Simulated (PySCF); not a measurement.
AsBFH₃.
Numbering: `[F:1][BH:2][AsH2:3]` (hydrogens: H4 on B2; H5, H6 on As3)

Geometry (PBE0-D3(BJ)/def2-SVP, Å), atoms numbered from 1 in this order:
```
atom  x, y, z in Å
F1     1.5924    0.9935    0.1941
B2     0.8825   -0.0987   -0.0122
As3   -1.0206    0.0421   -0.6948
H4     1.4398   -1.1659    0.1229
H5    -1.4089    1.2286    0.1719
H6    -1.5504   -1.0164    0.2571
```

Theory: TDDFT wB97X-D/def2-SVPD, vertical, gas phase, core orbitals frozen in the response in PySCF. The wB97X-D/def2-SVPD calculation is non-relativistic and has no spin–orbit coupling, an omission that weighs most on arsenic.

Transition dipole moments from the ground state, in atomic units and in the frame of the coordinates above (overall signs are arbitrary), for the states with f of 0.002 or more among the lowest 7:

```json
{"state": "S1", "E (eV)": "5.090", "μx": "-0.472", "μy": "0.072", "μz": "-0.205"}
{"state": "S2", "E (eV)": "6.460", "μx": "0.485", "μy": "-0.178", "μz": "0.060"}
{"state": "S3", "E (eV)": "6.528", "μx": "-0.276", "μy": "-0.307", "μz": "0.261"}
{"state": "S4", "E (eV)": "6.872", "μx": "0.129", "μy": "0.232", "μz": "0.736"}
{"state": "S5", "E (eV)": "7.654", "μx": "-0.953", "μy": "0.105", "μz": "-0.609"}
{"state": "S6", "E (eV)": "8.098", "μx": "0.239", "μy": "-0.227", "μz": "0.215"}
{"state": "S7", "E (eV)": "8.213", "μx": "0.145", "μy": "-0.288", "μz": "0.217"}
```

Q: Work out the oscillator strengths.

A: f = (2/3) ΔE |μ|² with ΔE in hartree (27.2114 eV).

```
state  |μ|² (au)  |μ| (D)      f
   S1      0.270     1.32  0.034
   S2      0.271     1.32  0.043
   S3      0.238     1.24  0.038
   S4      0.613     1.99  0.103
   S5      1.290     2.89  0.242
   S6      0.155     1.00  0.031
   S7      0.151     0.99  0.030
```

Q: What angle do the transition dipoles of S1 and S3 make?

A: |cos θ| = |μa·μb| / (|μa| |μb|) = 0.21, so θ ≈ 78° (taken between 0 and 90°, since the signs are arbitrary).

Q: What peak molar absorption coefficient would the strongest computed level give as a lone Gaussian band 0.5 eV wide at half height?

A: ε(max) = 2.175×10⁸ f / FWHM, with the width in cm⁻¹. S5: 2.175×10⁸ × 0.2419 / 4033 ≈ 13000 L mol⁻¹ cm⁻¹.

All these states lie below the vertical ionisation energy of 9.92 eV (ΔSCF).

Time: 9.6 s wall. Hardware: x86-64 server, one thread (shared host).

One conformer stands for the species.
